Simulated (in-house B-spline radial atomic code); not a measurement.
The numbers below are computed, except where a source is named.
Sb in an electron gas of r_s = 1.5: phase shifts, screening and friction

A nucleus sits in a uniform electron gas with a rigid positive background. The Kohn-Sham equations are solved self-consistently in the spin-unpolarised LDA (PW92), non-relativistic, on B-splines with outgoing waves at the boundary and partial waves to l = 8. The model has no lattice, no bands and no magnetic solution. Atomic units; δ_l are the phase shifts at the Fermi level, counted so that each bound state adds π, and good to about 0.0005.

The density parameter is r_s = 1.5 bohr.

| l | δ_l (rad) |
| --- | --- |
| 0 | 12.5784 |
| 1 | 10.1499 |
| 2 | 6.6946 |
| 3 | 0.4016 |
| 4 | 0.0612 |
| 5 | 0.0153 |
| 6 | 0.0043 |
| 7 | 0.0013 |
| 8 | 0.0004 |

Bound levels below the band bottom (hartree): d -18.62, s -4.525, p -3.126, d -0.7935, s -0.08481 and deeper ones.

Question: Check the Friedel sum rule, and say where the screening charge sits.

Answer: k_F = (9π/4)^(1/3)/r_s = 1.27944. The rule is Z = (2/π) Σ (2l + 1) δ_l. The terms are s 8.008, p 19.385, d 21.310, f 1.790 and 0.510 beyond, in all 51.002 against Z = 51. Bound states hold 10 s, 18 p, 20 d electrons, so the scattering states carry 3.00 in all; where a term is smaller than its bound count, the bound level has drawn weight out of the band.

Question: Find the transport cross section and the electronic stopping of a 1 keV Sb ion (mass 121.76 u).

Answer: σ_tr = (4π/k_F²) Σ (l + 1) sin²(δ_l − δ_(l+1)). The terms for l = 0 to 3 are 0.4279, 0.1905, 0.0003, 0.4459, all together 1.0759, so σ_tr = 7.677 × 1.0759 = 8.259 bohr². With n = 3/(4π r_s³) = 0.07074, the friction coefficient is Q = n k_F σ_tr = 0.7475. For v well below v_F = 1.279, dE/dx = Q v; with 24801 eV per u at v = 1, v = √(1000/(24801 × 121.76)) = 0.0182, so dE/dx = 0.01360 hartree/bohr = 6.99 eV/nm. The largest term couples the f and g waves.
